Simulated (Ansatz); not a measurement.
Born–Oppenheimer molecular dynamics of C4H9ClSi (15 atoms, charge 0, multiplicity 1). It goes on from the last frame of an earlier run, with new velocities.

The calculation used RKS PBE-D4/STO-3G in Ansatz.

| Item | Value |
| --- | --- |
| ensemble | NVE (velocity Verlet) |
| time step | 0.5 fs |
| steps asked | 251 |
| starting velocities drawn for | 500 K |
| masses | H 3.016 u |
| seed | 996259 |

First frame:

```xyz
15
Properties=species:S:1:pos:R:3
C -0.007 -1.444 1.575
Si 0.442 0.334 0.943
C 1.201 0.521 -0.739
C -1.354 1.150 0.933
C -1.690 2.429 0.867
Cl -3.454 2.775 1.002
H 0.102 -2.166 0.785
H -1.070 -1.334 1.757
H 0.578 -1.724 2.454
H 1.121 1.025 2.026
H 1.591 1.542 -0.801
H 2.083 -0.127 -0.787
H 0.629 0.357 -1.672
H -2.173 0.421 0.766
H -1.158 3.366 0.922
```

(1) How far do the bonds stretch over the last three quarters of this one trajectory? (Pairs bonded in most of those frames.)

## Answers

(1) 
```json
{"bond": "C1–Si2", "mean (Å)": "1.895", "spread (Å)": "0.057", "shortest": "1.81", "longest": "2.01"}
{"bond": "C1–H7", "mean (Å)": "1.106", "spread (Å)": "0.032", "shortest": "1.04", "longest": "1.17"}
{"bond": "C1–H8", "mean (Å)": "1.108", "spread (Å)": "0.034", "shortest": "1.04", "longest": "1.17"}
{"bond": "C1–H9", "mean (Å)": "1.111", "spread (Å)": "0.052", "shortest": "1.01", "longest": "1.21"}
{"bond": "Si2–C3", "mean (Å)": "1.906", "spread (Å)": "0.055", "shortest": "1.79", "longest": "1.99"}
{"bond": "Si2–C4", "mean (Å)": "1.892", "spread (Å)": "0.039", "shortest": "1.82", "longest": "1.97"}
{"bond": "Si2–H10", "mean (Å)": "1.471", "spread (Å)": "0.049", "shortest": "1.39", "longest": "1.54"}
{"bond": "C3–H11", "mean (Å)": "1.105", "spread (Å)": "0.016", "shortest": "1.07", "longest": "1.14"}
{"bond": "C3–H12", "mean (Å)": "1.106", "spread (Å)": "0.016", "shortest": "1.07", "longest": "1.14"}
{"bond": "C3–H13", "mean (Å)": "1.109", "spread (Å)": "0.037", "shortest": "1.04", "longest": "1.17"}
{"bond": "C4–C5", "mean (Å)": "1.348", "spread (Å)": "0.023", "shortest": "1.31", "longest": "1.39"}
{"bond": "C4–H14", "mean (Å)": "1.112", "spread (Å)": "0.034", "shortest": "1.05", "longest": "1.17"}
{"bond": "C5–Cl6", "mean (Å)": "1.824", "spread (Å)": "0.035", "shortest": "1.76", "longest": "1.90"}
{"bond": "C5–H15", "mean (Å)": "1.110", "spread (Å)": "0.017", "shortest": "1.08", "longest": "1.15"}
```

Mean temperature of the second half: 472 K. The conserved energy stayed within 0.18 meV per atom of its start (net change 0.071 meV per atom), so the integration is sound. A run of 0.13 ps of so small a system gives no equilibrium averages. Limits of this set-up: minimal basis.

Run time: 9 min on 1 thread of Arm Neoverse V2, with other jobs on the host, peak memory 0.09 GiB.
